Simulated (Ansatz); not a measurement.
Isolated molecules relaxed with PBE0-D4/def2-TZVP in Ansatz; ΔE leaves out vibrations. CBS: MP2 limit from def2 TZ/QZ plus the TZ coupled-cluster correction, frozen cores. Functionals use def2-TZVPP. B3LYP here is the variant with VWN-RPA as its local correlation; programs differ in this. For Se outer-core shells are correlated without core-valence functions, which leaves a few kJ/mol of doubt a bond. Scalar relativity is left out up to krypton. One conformer a species, not always the lowest.

`[AlH2]/[N]=C\[SeH]` + `C1N[SiH2]1` → `[AlH2][N]1C[SiH2]1` + `N=C[SeH]`  (ligand exchange at the Al–N bond)

CCSD(T)/CBS gives -19.3 kJ/mol.

Problem. Another level gave -13.8 kJ/mol. Which?
A. B3LYP/def2-TZVPP
B. r2SCAN0-D4/def2-TZVPP
C. ωB97M-V/def2-TZVPP
D. BLYP/def2-TZVPP

Solution. B. r2SCAN0-D4 -13.8, BLYP -5.5, B3LYP -9.7, ωB97M-V -18.0 kJ/mol.

Largest T1 diagnostic among the species: 0.013.

From r2SCAN to r2SCAN0 (25 % exact exchange), in def2-TZVPP and without D4, ΔE moves by −3.7 kJ/mol. At CCSD(T), def2-SVP lies −3.9 kJ/mol from the extrapolated value and def2-TZVPP −1.3 kJ/mol. Leaving LDA and LC-ωPBE aside and taking each functional with its dispersion term where it has one, the values, not all of them listed here, spread over 10.8 kJ/mol, from ωB97X-V to BLYP-D4.
